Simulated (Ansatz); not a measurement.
Mulliken charges of CH₆FInSi (`F[CH2][InH][SiH3]`) from ωB97M-V/def2-TZVPP in Ansatz (PBE0-D4/def2-TZVP geometry).

```json
{"atom": "F1", "x (Å)": "-1.034", "y (Å)": "2.298", "z (Å)": "-1.975", "charge (e)": "-0.237"}
{"atom": "C2", "x (Å)": "-1.175", "y (Å)": "1.374", "z (Å)": "-0.946", "charge (e)": "-0.215"}
{"atom": "In3", "x (Å)": "0.668", "y (Å)": "0.261", "z (Å)": "-0.579", "charge (e)": "0.387"}
{"atom": "Si4", "x (Å)": "0.740", "y (Å)": "-1.523", "z (Å)": "1.285", "charge (e)": "-0.027"}
{"atom": "H5", "x (Å)": "-1.485", "y (Å)": "1.913", "z (Å)": "-0.045", "charge (e)": "0.119"}
{"atom": "H6", "x (Å)": "-1.989", "y (Å)": "0.691", "z (Å)": "-1.213", "charge (e)": "0.119"}
{"atom": "H7", "x (Å)": "2.047", "y (Å)": "0.618", "z (Å)": "-1.556", "charge (e)": "-0.093"}
{"atom": "H8", "x (Å)": "1.678", "y (Å)": "-1.100", "z (Å)": "2.363", "charge (e)": "-0.017"}
{"atom": "H9", "x (Å)": "1.224", "y (Å)": "-2.828", "z (Å)": "0.756", "charge (e)": "-0.016"}
{"atom": "H10", "x (Å)": "-0.591", "y (Å)": "-1.755", "z (Å)": "1.913", "charge (e)": "-0.020"}
```

Q: By hand: the dipole of these point charges (1 e Å = 4.8032 D).

A: Σ q r = (0.096, -0.346, 0.317) e Å, of length 0.479 e Å = 2.30 D.

Q: How does the dipole of the full density compare? (An estimate is asked.)

A: The calculation gave: (-0.057, -0.190, 0.219) e Å, 1.42 D; the point charges give 1.62 times that, at 24° from its direction.

Point charges leave out the atoms' own dipoles, such as those of lone pairs, and Mulliken's split depends on the basis, so the two needn't agree.
